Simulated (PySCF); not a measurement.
Work out the structure from these simulated measurements.

Formula: C7H9F2P.

- Dipole: 3.29 D [CAM-B3LYP/def2-SVPD]
- Valence photoelectron: vertical ionisation energy: 8.47 eV [ΔSCF CAM-B3LYP/def2-SVPD]
- Triplet: lowest triplet excitation (Tamm–Dancoff): 2.88 eV [TDA CAM-B3LYP/def2-SVPD]
- 1H NMR: chemical shifts (computed TMS as zero) by class: 6.37 (1 H), 5.14 (1 H), 2.63 (1 H), 1.18 (6 H) ppm [GIAO PBE/pcSseg-1]
- NMR, other nuclei: isotropic shieldings of nuclei other than C and H, by class: 290 (1 F), 316 (1 F), 387 (1 P) ppm [GIAO PBE/pcSseg-1]
- 13C NMR: chemical shifts (computed TMS as zero) by class: 155.1 (1 C), 151.8 (1 C), 147.2 (1 C), 128.8 (1 C), 36.3 (1 C), 26.2 (2 C) ppm [GIAO PBE/pcSseg-1]
- Polarisability: 105.8 au [CAM-B3LYP/def2-SVPD]
- Rotational structure: rotational constants A, B, C: 2.008, 0.731, 0.565 GHz [PBE0-D3(BJ)/def2-SVP]
- UV, first state: lowest singlet excitation: 4.50 eV (275 nm, f = 0.067) [TDDFT CAM-B3LYP/def2-SVPD]

Electronic properties: PySCF, gas phase, density fitting. Levels stand in brackets. Geometry: PBE0-D3(BJ)/def2-SVP, one conformer, isolated molecule. NMR values are class means; diastereotopic atoms form classes of their own.

Question: What is the compound? Reason from the data.

Answer: Numbering: `[CH3:1][CH:2]([CH3:3])[c:4]1[cH:5][c:6]([F:7])[c:8]([F:9])[pH:10]1`. 7 carbons fall into 6 classes; from least to most shielded: unsaturated ring carbon [C8] (155.1 ppm), unsaturated ring carbon [C6] (151.8 ppm), unsaturated ring carbon [C4] (147.2 ppm), unsaturated ring CH carbon [C5] (128.8 ppm), carbon bonded to 3 C and H [C2] (36.3 ppm), methyl carbon [C1/C3] (26.2 ppm, 2 C, up to 9.3 ppm apart in this geometry). Hydrogen classes from least to most shielded: 1 H on an unsaturated ring CH carbon, C5 (6.37 ppm), 1 H on a ring phosphorus, P10 (5.14 ppm), 1 H on a carbon bonded to 3 C and H, C2 (2.63 ppm), 6 H on 2 methyl carbons, C1/C3 (1.18 ppm, a mean of values up to 0.6 ppm apart in this geometry). The other shieldings belong to: 290 ppm, fluorine bonded to C [F7]; 316 ppm, fluorine bonded to C [F9]; 387 ppm, ring phosphorus [P10]. The first electron is taken from the HOMO, whose largest Löwdin shares are 0.24 on an unsaturated ring carbon, 0.19 on an unsaturated ring carbon, 0.17 on an unsaturated ring carbon and 0.12 on the unsaturated ring CH carbon. The optimised geometry has point group C1 and is an asymmetric top. Structure: `CC(C)c1cc(F)c(F)[pH]1`. The assignments are read from this structure; whether some other isomer fits the data as well wasn't checked.

Conformer computed: `[CH3:1][CH:2]([CH3:3])[c:4]1[cH:5][c:6]([F:7])[c:8]([F:9])[pH:10]1`: C1–C2–C4–C5 -9°.
